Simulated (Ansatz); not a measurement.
Gas-phase reaction in SMILES: [I][Cd][I] → [Cd][I] as doublet, charge 0 + I atom (the Cd-I bond at the site shown breaks; other sites are not compared here)
Geometries: B3LYP-D3(BJ)/def2-TZVP minima from Ansatz (a first-principles code). [Cd][I] as doublet, charge 0: The spin state was set by rule; other spins were not relaxed. A spin state is the lowest found, not a proven ground state.
Geometry of the first species:
SMILES: [I][Cd][I]
```xyz
3

Cd     0.0000     0.0000     0.0000
I      0.0000     0.0000    -2.6122
I      0.0000     0.0000     2.6122
```

Wanted: bond dissociation energy (electronic energy difference), in kJ/mol. Valence correlation only, unless marked. Open shells are spin-unrestricted. Spin-orbit coupling is left out. The frozen core is the preceding noble-gas configuration, with the filled d and f shells of earlier blocks. In def2 rows, elements after Kr have scalar-relativistic effective core potentials. CBS marks a two-point X^-3 extrapolation of the correlation energy; Hartree-Fock from the larger set. [CCSD(T)-MP2]/basis is that difference in the basis named.

| level | program | bond dissociation energy (kJ/mol) |
|---|---|---|
| B3LYP-D4/def2-TZVPD | Ansatz + dftd4 | 279.8 |

Problem. Estimate the value at RI-MP2/CBS(def2-TZVPPD,def2-QZVPPD)+[CCSD(T)-MP2]/def2-TZVPPD as computed with Ansatz.

Solution. 312.8 kJ/mol
